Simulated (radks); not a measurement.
Problem. The promethium ion Pm11+ is in [Kr] 4d10 4f1 5s2 5p1. Method: scalar-relativistic Kohn-Sham, LDA (Slater exchange, Perdew-Wang correlation), spin-polarised, spherical densities, finite nucleus; Fermi nuclear charge, rms radius of each element as measured or else 0.836 A^(1/3) + 0.57 fm; computed with a radial shooting solver on a logarithmic mesh with Libxc functionals. Open shells are filled with parallel spins first. One electron is removed from 4d, 4f, 5p, 5s in turn, with full relaxation. Which removal costs least, and what does each cost?

Solution. 5p 186.25 eV; 4f 205.39 eV; 5s 211.48 eV; 4d 332.17 eV. The 5p electron leaves first.
